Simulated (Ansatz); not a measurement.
`[NH2][Al]([F])[Br]` + NH₃ → `[NH2][Al]([NH2])[Br]` + H–F at 500 K and 1 bar (ligand exchange at the Al–F bond).

Calculated with Ansatz (gas phase, PBE0-D4/def2-TZVP geometries, no zero-point term in ΔE). CCSD(T)/CBS adds triple-zeta CCSD(T) − MP2 to the extrapolated MP2 energy (def2 sets, frozen cores). This one scheme is used for every species. For Br outer-core shells are correlated without core-valence functions, which leaves a few kJ/mol of doubt a bond. Scalar relativity is left out up to krypton. Each species was taken in one conformer, which may not be the lowest.

```
               species  CCSD(T)/CBS energy (Eh)  H − E (kJ/mol)  S (J/(mol·K))
  `[NH2][Al]([F])[Br]`              -2971.22802           114.2          375.8
                   NH₃                -56.50880           108.2          211.8
`[NH2][Al]([NH2])[Br]`              -2927.30575           181.4          397.7
                   H–F               -100.39570            39.4          188.7
```

H − E and S are ideal-gas, rigid-rotor, harmonic terms from PBE0-D4/def2-TZVP, for one conformer and one mirror image of each species. 1 Eh = 2625.50 kJ/mol, R = 8.31446 J/(mol·K).

By hand: ΔE, ΔH, ΔS and ΔG.

ΔE = (-2927.30575) + (-100.39570) − (-2971.22802) − (-56.50880) = 0.03537 Eh = 92.9 kJ/mol. Δ(H − E) = 181.4 + 39.4 − 114.2 − 108.2 = -1.6, so ΔH = 91.3 kJ/mol. ΔS = 397.7 + 188.7 − 375.8 − 211.8 = -1.2 J/(mol·K). ΔG = 91.3 − 500 × (-1.2)/1000 = 91.9 kJ/mol.

By hand: the equilibrium constant, and the temperature at which ΔG would vanish if ΔH and ΔS stayed fixed.

log₁₀ K = −ΔG/(RT ln 10) = -9.6. ΔH and −TΔS have one sign here, so there is no such temperature.

The number of gas molecules stays the same, so ΔS is small and ΔH decides. A doubt of 5 kJ/mol in ΔE shifts log₁₀ K by 0.5 here. Other conformers and mirror images would add mixing entropy, several J/(mol·K) or more a flexible species. These are equilibria of isolated gas molecules and say nothing of rates. Largest T1 diagnostic: 0.009 (customary marks: 0.02 for closed shells, 0.045 for open ones).

ΔS is within the doubt of such terms, so its sign, and with it that verdict, could turn.
